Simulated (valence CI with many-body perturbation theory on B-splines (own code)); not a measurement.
Questions on Rh VI

Computed by valence CI with perturbative core correlation (CI+MBPT): four valence electrons over a frozen Dirac-Fock core [Kr], radial functions for each j: 7 s, 7 p, 8 d, 6 f, 4 g, 1 h, with the one-electron correlation potential Σ1, the two-electron term Σ2, the three-electron term Σ3, Breit, model QED; selected CI, second order for the rest, scaled by the run's own slope (own B-spline code, finite nucleus).

No measured levels were compared; by estimate terms of the open shell hold to 2 to 4 % of their energy, and close levels can change places; different configurations can be misplaced against each other by 1,000 to 8,000 cm⁻¹. Only levels of the ground parity were solved; by the run's estimate the other parity begins above the list, which can be wrong where configurations are misplaced.

Rates and lifetimes use the calculated energies. Strong lines usually hold to 10 to 20 %, long lifetimes can be off by a factor of two.

What is the ground level?

4d⁴ ⁵D_0, composition 95 % 4d⁴ ⁵D + 4 % 4d⁴ ³P.

How is the term ⁵D of the ground level split?

J = 0 at 0.0, J = 1 at 705, J = 2 at 1826, J = 3 at 3174, J = 4 at 4657 cm⁻¹.

How well does LS coupling describe the low levels?

Among the lowest 20 levels the leading LS term, summed over configurations, holds 85 % on average. For single configurations the figures are 84 % in LS and 57 % in jj coupling. Terms mix most in the J = 3 level at 22275 cm⁻¹, where the leading one holds 51 %.

What is the ionisation energy?

79.899 eV; NIST lists 80 ± 2 eV (theoretical).
